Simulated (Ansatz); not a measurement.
One geometry of C3H5Al (`C#[C][AlH][CH3]`), several functionals.

```yaml
crystal:
  periodic: [false, false, false]
  atoms:
    - {symbol: C, position_ang: [1.587296, 0.633465, -2.160045]}
    - {symbol: C, position_ang: [1.029663, 0.616426, -1.084922]}
    - {symbol: Al, position_ang: [0.148190, 0.584591, 0.612052]}
    - {symbol: C, position_ang: [-1.118885, -0.842857, 0.978578]}
    - {symbol: H, position_ang: [2.079383, 0.650421, -3.106336]}
    - {symbol: H, position_ang: [0.497202, 1.737276, 1.639964]}
    - {symbol: H, position_ang: [-1.954611, -0.803145, 0.271686]}
    - {symbol: H, position_ang: [-0.649016, -1.822357, 0.842711]}
    - {symbol: H, position_ang: [-1.530821, -0.800122, 1.989112]}
basis:
  gaussian: {orbitals: def2-TZVPP}
hamiltonian: {xc: {name: BLYP}, dispersion: d4}
output: {orbitals: {seedname: orbitals}}
```

```sh
$ ansatz run in.yaml --threads 2 --pin off --events-out ev --progress --plain --max-ram 20480MiB --backend cpu
```

Shortened log:

```
Functional definition: BLYP
1104 factors; their error is unknown
mean field evaluation 1: about -9769.8606 eV, gradient 8.7e1 eV
mean field evaluation 2: about -9730.3663 eV, gradient 1.3e2 eV
mean field evaluation 4: about -9785.8810 eV, gradient 2.9e1 eV
mean field evaluation 8: about -9788.0076 eV, gradient 1.1e-1 eV
mean field evaluation 16: about -9787.9906 eV, gradient 4.3e-4 eV
mean field -9787.99061592 eV, -359.7020205968 hartree, gradient 3.0e-5 eV, S^2 0.000000; 0 other end points of the search recorded, 0 dependent functions left out
reference -9787.99100299 eV, -359.7020348214 hartree; 18, 18 occupied and 187, 187 virtual orbitals, 1104 factors
Total energy: -9788.30102331 eV, -359.7134278580 hartree
```

It took 1.9 s on 2 threads of an AMD EPYC 7R13 on a shared host, with 0.24 GiB of host memory at the peak.

With the line `hamiltonian: {xc: {name: B97M-V}}` (abridged; 6 s):

```
Functional definition: B97M-V
mean field evaluation 16: about -9787.9289 eV, gradient 2.7e-4 eV
mean field -9787.92887827 eV, -359.6997517800 hartree, gradient 2.3e-5 eV, S^2 0.000000
Total energy: -9787.92894399 eV, -359.6997541952 hartree
```

With the line `hamiltonian: {xc: {name: r2SCANh}, dispersion: d4}` (abridged; 3.4 s):

```
Functional definition: r2SCANh
mean field evaluation 16: about -9786.2639 eV, gradient 6.7e-5 eV
mean field -9786.26388090 eV, -359.6385642553 hartree, gradient 1.1e-5 eV, S^2 0.000000
Total energy: -9786.30164411 eV, -359.6399520277 hartree
```

The same input with `hamiltonian: {xc: pbe, dispersion: d4}` and forces (abridged; 2.6 s):

```
Functional definition: PBE
mean field evaluation 16: about -9780.9811 eV, gradient 7.1e-5 eV
mean field -9780.98111334 eV, -359.4444261280 hartree, gradient 8.3e-6 eV, S^2 0.000000
Total energy: -9781.12339202 eV, -359.4496547732 hartree
Atom 0 force     0.409633     0.011255    -0.792753 eV/Å
Atom 1 force    -0.455912    -0.008050     0.889171 eV/Å
Atom 2 force     0.031990     0.032251    -0.014708 eV/Å
Atom 3 force     0.041117     0.056560     0.010521 eV/Å
Atom 4 force     0.100457     0.002886    -0.194013 eV/Å
Atom 5 force     0.026366     0.085736     0.075563 eV/Å
Atom 6 force    -0.155993     0.001030    -0.132932 eV/Å
Atom 7 force     0.082890    -0.185376    -0.028974 eV/Å
Atom 8 force    -0.080549     0.003708     0.188125 eV/Å
Dipole moment:    -0.063265    -0.121089    -0.055559 e Å
```

Changing it to `hamiltonian: {xc: hse06, dispersion: d4}` (abridged; 2.3 s):

```
Functional definition: HSE06
mean field -9781.62902994 eV, -359.4682366240 hartree, gradient 3.2e-5 eV, S^2 0.000000
Total energy: -9781.74202634 eV, -359.4723891651 hartree
```

With the line `hamiltonian: {xc: {name: B2PLYP}}` (abridged; 4.2 s):

```
Functional definition: B2PLYP
mean field evaluation 16: about -9778.2258 eV, gradient 1.5e-4 eV
mean field -9778.22581633 eV, -359.3431708308 hartree, gradient 4.5e-6 eV, S^2 0.000000
8 core orbitals not correlated: weight in the atoms' cores, before any rotation towards them, 1.000 or more for the frozen orbitals, at most 0.000 for the correlated occupied ones
second order -18.64197951 eV of doubles, -0.00000000 eV of singles
Total energy: -9783.25933205 eV, -359.5281491214 hartree
```

HSE06 is the plane-wave form, built on full-range PBE exchange.
